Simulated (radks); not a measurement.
Values are calculated unless marked as measured or tabulated.
Valence configurations of Ca I (all share [Ar]). Code: a radial shooting solver on a logarithmic mesh with Libxc functionals. Model: scalar-relativistic Kohn-Sham, r2SCAN, spin-unpolarised, spherical densities, finite nucleus; meta-GGA in the generalised Kohn-Sham scheme; Fermi nuclear charge, rms radius 3.4776 fm. Energies are relative to 4s2; eigenvalues in eV.

4s2: E (eV) 0.000; e(4s) -3.832
3d0.5 4s1.5: E (eV) 1.224; e(3d) -0.827; e(4s) -3.500
4s1.5 4p0.5: E (eV) 1.263; e(4p) -1.634; e(4s) -4.151
3d0.5 4s1 4p0.5: E (eV) 2.381; e(3d) -1.313; e(4p) -1.486; e(4s) -3.772
4s1 4p1: E (eV) 2.518; e(4p) -1.914; e(4s) -4.421
3d1 4s1: E (eV) 2.597; e(3d) -0.589; e(4s) -3.335
3d0.5 4s0.5 4p1: E (eV) 3.513; e(3d) -1.764; e(4p) -1.734; e(4s) -3.977
3d1 4p1: E (eV) 4.659; e(3d) -1.285; e(4p) -1.600
4p2: E (eV) 5.021; e(4p) -2.350
3d2: E (eV) 5.213; e(3d) -0.692

NIST lists [Ar] 4s2 as the ground configuration; this level of theory agrees among the configurations tried. The energies are those of spherical spin-averaged densities, not of single terms.
